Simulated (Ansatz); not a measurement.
## A relaxation, step by step

BH₄SO₂F, closed shell, PBE0-D4/def2-TZVP (Ansatz 0.2.0). Settings:

```yaml
hamiltonian: {xc: pbe0, dispersion: d4}
relax: {f_tol: 0.005, max_steps: 200}
```

Start, a step off a saddle point along its unstable mode:

```csv
atom,x (Å),y (Å),z (Å)
B1,-0.2256,0.1633,0.3091
F2,-0.0404,1.4007,-0.0211
O3,-1.5785,-0.2564,0.3810
O4,0.6199,-0.3718,1.3014
H5,0.6361,0.6972,-1.3116
S6,0.6707,-0.5949,-1.5433
H7,-2.1181,0.1916,-0.2657
H8,0.1523,-0.4711,2.1453
H9,1.8836,-0.7587,-0.9953
```

```csv
step,energy less the last (meV),largest force component (eV/Å)
1,1414.5,4.301
2,883.0,1.830
3,512.7,0.625
4,226.5,1.052
5,81.3,0.888
6,24.1,0.503
7,19.3,0.583
8,6.9,0.230
9,3.2,0.173
10,1.2,0.041
11,0.6,0.027
12,0.3,0.033
13,0.1,0.040
14,0.1,0.033
15,0.0,0.018
16 (rejected trial),0.0,0.023
17,0.0,0.003
```

Step 10, positions (Å) and forces (eV/Å):

```json
{"atom": "B1", "x": "-0.516", "y": "0.411", "z": "0.745", "Fx": "0.030", "Fy": "-0.004", "Fz": "0.002"}
{"atom": "F2", "x": "-0.275", "y": "1.561", "z": "0.109", "Fx": "-0.005", "Fy": "-0.039", "Fz": "0.017"}
{"atom": "O3", "x": "-1.724", "y": "-0.201", "z": "0.646", "Fx": "0.008", "Fy": "0.034", "Fz": "-0.038"}
{"atom": "O4", "x": "0.475", "y": "-0.098", "z": "1.518", "Fx": "-0.034", "Fy": "0.031", "Fz": "-0.032"}
{"atom": "H5", "x": "1.119", "y": "0.558", "z": "-2.079", "Fx": "0.006", "Fy": "-0.037", "Fz": "-0.001"}
{"atom": "S6", "x": "1.163", "y": "-0.784", "z": "-2.024", "Fx": "-0.005", "Fy": "0.041", "Fz": "-0.003"}
{"atom": "H7", "x": "-2.314", "y": "0.234", "z": "0.026", "Fx": "-0.003", "Fy": "-0.015", "Fz": "0.033"}
{"atom": "H8", "x": "0.213", "y": "-0.921", "z": "1.937", "Fx": "0.005", "Fy": "-0.014", "Fz": "0.015"}
{"atom": "H9", "x": "1.860", "y": "-0.760", "z": "-0.878", "Fx": "-0.001", "Fy": "0.002", "Fz": "0.008"}
```

Step 11, positions (Å) and forces (eV/Å):

| atom | x | y | z | Fx | Fy | Fz |
| --- | --- | --- | --- | --- | --- | --- |
| B1 | -0.514 | 0.406 | 0.740 | 0.001 | -0.001 | -0.015 |
| F2 | -0.273 | 1.551 | 0.099 | -0.002 | 0.002 | 0.006 |
| O3 | -1.725 | -0.202 | 0.651 | 0.001 | 0.012 | -0.015 |
| O4 | 0.479 | -0.102 | 1.509 | -0.006 | -0.020 | 0.007 |
| H5 | 1.143 | 0.562 | -2.097 | 0.005 | -0.027 | 0.003 |
| S6 | 1.162 | -0.779 | -2.019 | 0.011 | 0.023 | 0.015 |
| H7 | -2.321 | 0.235 | 0.038 | -0.006 | -0.006 | 0.016 |
| H8 | 0.218 | -0.923 | 1.934 | 0.009 | 0.013 | 0.003 |
| H9 | 1.830 | -0.748 | -0.854 | -0.012 | 0.004 | -0.018 |

Step 14, positions (Å) and forces (eV/Å):

```csv
atom,x,y,z,Fx,Fy,Fz
B1,-0.523,0.401,0.735,-0.002,0.008,-0.006
F2,-0.288,1.548,0.093,0.000,-0.003,0.000
O3,-1.740,-0.198,0.671,0.000,0.001,0.001
O4,0.484,-0.118,1.478,-0.006,-0.004,0.003
H5,1.192,0.551,-2.142,0.000,-0.012,0.001
S6,1.202,-0.786,-2.020,0.018,0.014,0.033
H7,-2.355,0.253,0.088,0.004,-0.002,0.003
H8,0.226,-0.933,1.915,0.003,0.000,-0.001
H9,1.801,-0.718,-0.819,-0.017,-0.002,-0.033
```

Last step (17):

B1  (-0.526, 0.400, 0.734)
F2  (-0.289, 1.543, 0.087)
O3  (-1.746, -0.192, 0.681)
O4  (0.484, -0.124, 1.470)
H5  (1.192, 0.547, -2.148)
S6  (1.224, -0.789, -2.022)
H7  (-2.363, 0.261, 0.102)
H8  (0.225, -0.938, 1.909)
H9  (1.800, -0.708, -0.812)
(Å)

Hardware: 4 CPU threads of an Intel Xeon Platinum 8259CL, shared host. Wall time about 43 s.
